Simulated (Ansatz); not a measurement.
`[CH3][AlH][SiH2]S` + `N=C=O` → `[CH3][AlH][N]=C=O` + `[SiH3]S`  (cleavage of the Al–Si bond)

Program: Ansatz. Geometries: PBE0-D4/def2-TZVP. ΔE: electronic, gas phase. CBS: MP2 limit from def2 TZ/QZ plus the TZ coupled-cluster correction, frozen cores. This one scheme is used for every species. Functionals use def2-TZVPP. B3LYP here is the variant with VWN-RPA as its local correlation; programs differ in this. One conformer a species, not always the lowest.

```
             level  ΔE (kJ/mol)  difference from CCSD(T)/CBS
           PBE0-D4       -135.0                         15.0
          B3LYP-D4       -150.7                         -0.7
            r2SCAN       -147.3                          2.7
             B3LYP       -153.7                         -3.7
     HF/def2-TZVPP       -177.2                        -27.2
SCS-MP2/def2-TZVPP       -162.8                        -12.8
CCSD(T)/def2-TZVPP       -151.1                         -1.1
     HF/def2-QZVPP       -178.2                        -28.2
SCS-MP2/def2-QZVPP       -162.5                        -12.5
     MP2/CBS(def2)       -159.9                         -9.9
       CCSD(T)/CBS       -150.0                            0
```

Largest T1 diagnostic among the species: 0.018.

The D4 term adds +3.0 kJ/mol with B3LYP and +1.8 kJ/mol with PBE0; it sums over pairs of atoms, weighted by their polarisabilities, and B3LYP, whose exchange is more repulsive, gets the larger term. In def2-TZVPP, CCSD(T) changes the Hartree–Fock value by +26.1 kJ/mol (the triples alone add +3.9 kJ/mol) and MP2 by +16.3 kJ/mol. From PBE to PBE0 (25 % exact exchange), in def2-TZVPP and without D4, ΔE moves by −8.9 kJ/mol.
